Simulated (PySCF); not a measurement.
Compound: C₃H₇NSSi.
SMILES with atom numbers: `[CH3:1][N:2]1[SiH2:3][CH2:4][C:5]1=[S:6]` (hydrogens: H7, H8, H9 on C1; H10, H11 on Si3; H12, H13 on C4)

Method: PBE0-D3(BJ)/def2-SVP geometry optimisation, gas phase (PySCF); density fitting, grid level 1; the optimiser is geomeTRIC in internal coordinates, started from a GFN2-xTB structure with every atom displaced at random (about 0.01 Å).

Geometry at step 1:
```
atom  x, y, z in Å
C1      1.6039    0.8128    0.2542
N2      0.2493    0.5419   -0.1294
Si3    -0.9327   -0.7868   -0.1281
C4     -1.9029    0.6590   -0.8687
C5     -0.6135    1.4679   -0.6492
S6     -0.3511    3.0517   -0.9695
H7      1.7922    1.8881    0.1229
H8      2.3126    0.2395   -0.3795
H9      1.7808    0.5404    1.3059
H10    -1.3180   -1.3176    1.2096
H11    -0.5811   -1.9404   -1.0119
H12    -2.7716    1.0746   -0.3495
H13    -2.1233    0.5811   -1.9326
```

Question: What forces act on the atoms?

Answer: 
```
atom  Fx (eV/Å)  Fy (eV/Å)  Fz (eV/Å)
  C1      0.286     -0.236     -0.166
  N2     -0.203      0.013      0.068
 Si3     -0.163     -0.065     -0.143
  C4      0.610     -0.056      0.250
  C5     -0.270      0.043     -0.039
  S6      0.038     -0.021      0.020
  H7      0.005      0.034     -0.026
  H8     -0.132      0.168      0.164
  H9     -0.017     -0.013      0.017
 H10      0.052      0.052      0.076
 H11      0.035      0.057      0.027
 H12     -0.083      0.049      0.110
 H13     -0.159     -0.023     -0.357
```

The largest, 0.66 eV/Å, acts on C4; the rms over all components is 0.164 eV/Å. The forces sum to zero within rounding, as they must for an isolated molecule in no field.

Question: Give the force on C4 in Eh/bohr and in nN.

Answer: 0.661 eV/Å ÷ 51.422 = 0.01286 Eh/bohr, and 0.661 eV/Å × 1.602 = 1.06 nN.

Question: How far is this geometry from the end of the optimisation?

Answer: 0.013 eV above it, and 0.029 Å rms away after alignment. The bonds farthest from their final lengths, with half the difference of the two atoms' forces along the bond (positive lengthens):

```json
{"bond": "C4–H13", "now (Å)": "1.089", "final (Å)": "1.099", "force along bond (eV/Å)": "+0.37"}
{"bond": "C4–C5", "now (Å)": "1.538", "final (Å)": "1.529", "force along bond (eV/Å)": "-0.36"}
{"bond": "C1–H8", "now (Å)": "1.110", "final (Å)": "1.102", "force along bond (eV/Å)": "-0.33"}
{"bond": "C4–H12", "now (Å)": "1.094", "final (Å)": "1.099", "force along bond (eV/Å)": "+0.26"}
{"bond": "Si3–C4", "now (Å)": "1.892", "final (Å)": "1.888", "force along bond (eV/Å)": "-0.27"}
{"bond": "Si3–H11", "now (Å)": "1.495", "final (Å)": "1.492", "force along bond (eV/Å)": "-0.07"}
```

The angle farthest from its final value is Si3–C4–H12, 120.8° against 118.0°.

The cost below is that of the whole optimisation. Time: 57 s of wall time; peak memory 0.51 GiB. Hardware: one thread, Arm Neoverse V1 (aarch64), shared host.
